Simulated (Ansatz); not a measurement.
`FC1=CC(F)CC1`. Charge 0, multiplicity 1. The geometry is a stationary point of PBE0-D4/def2-TZVP.

```xyz
13

F     2.580    0.114    0.475
C     1.279    0.147    0.217
C     0.600    1.213   -0.185
C    -0.815    0.823   -0.432
F    -1.061    0.778   -1.811
C    -0.945   -0.578    0.175
C     0.484   -1.102    0.360
H     1.009    2.195   -0.375
H    -1.549    1.527   -0.033
H    -1.445   -0.505    1.143
H    -1.559   -1.208   -0.469
H     0.782   -1.832   -0.400
H     0.642   -1.571    1.335
```

Question: What is the dipole moment at B3LYP/def2-TZVPP? (An estimate is asked.)

Answer: Computed: 1.95 D, with components (-0.74, -0.67, 1.68) D in this frame, pointing from negative to positive charge.

Question: And with PBE, r2SCAN, ωB97M-V? (Estimate.)

Answer: Ansatz gave: PBE 1.84 D, r2SCAN 1.92 D, ωB97M-V 1.95 D.

Question: Give the Mulliken charges with B3LYP, PBE, ωB97M-V in def2-TZVPP. (An estimate is asked.)

Answer: The calculation gave: 
| atom | B3LYP | PBE | ωB97M-V |
| --- | --- | --- | --- |
| F1 | -0.19 | -0.15 | -0.18 |
| C2 | 0.22 | 0.18 | 0.19 |
| C3 | -0.21 | -0.20 | -0.18 |
| C4 | 0.20 | 0.17 | 0.16 |
| F5 | -0.25 | -0.21 | -0.24 |
| C6 | -0.15 | -0.14 | -0.20 |
| C7 | -0.12 | -0.11 | -0.16 |
| H8 | 0.12 | 0.10 | 0.12 |
| H9 | 0.05 | 0.04 | 0.07 |
| H10 | 0.08 | 0.08 | 0.10 |
| H11 | 0.09 | 0.08 | 0.10 |
| H12 | 0.09 | 0.09 | 0.12 |
| H13 | 0.08 | 0.08 | 0.10 |

B3LYP here is the variant with VWN-RPA as its local correlation; programs differ in this.
